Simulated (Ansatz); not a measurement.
C$_{2}$H$_{6}$AlClO (`C[O][AlH][CH2]Cl`). Charge 0, multiplicity 1. The structure was optimised at the PBE0-D4/def2-TZVP level. It is one conformer, not always the lowest.

```xyz
11

C    -1.401    1.224    0.560
O    -0.284    1.326   -0.269
Al    0.974    0.298   -0.718
C     1.118   -1.467    0.111
Cl    0.158   -2.034   -1.360
H    -1.377    0.330    1.198
H    -1.464    2.100    1.213
H    -2.319    1.183   -0.037
H     2.021    0.805   -1.774
H     2.051   -2.026    0.095
H     0.524   -1.739    0.981
```

(1) What is the dipole moment at ωB97M-V/def2-TZVPP? (Estimate.)

(2) And with PBE, r2SCAN, B3LYP? (An estimate is asked.)

(3) Give the Mulliken charges with ωB97M-V, PBE, r2SCAN in def2-TZVPP. (Best estimate.)

Results:

(1) The calculation gave: 2.11 D, with components (0.13, -0.93, 1.88) D in this frame, pointing from negative to positive charge.

(2) Ansatz gave: PBE 2.01 D, r2SCAN 2.10 D, B3LYP 2.09 D.

(3) Computed: 
```csv
atom,ωB97M-V,PBE,r2SCAN
C1,-0.16,-0.13,0.03
O2,-0.37,-0.31,-0.39
Al3,0.52,0.45,0.58
C4,-0.41,-0.32,-0.28
Cl5,-0.10,-0.11,-0.14
H6,0.09,0.07,0.03
H7,0.11,0.09,0.05
H8,0.11,0.09,0.05
H9,-0.11,-0.12,-0.14
H10,0.17,0.14,0.11
H11,0.15,0.13,0.10
```

B3LYP here is the variant with VWN-RPA as its local correlation; programs differ in this.
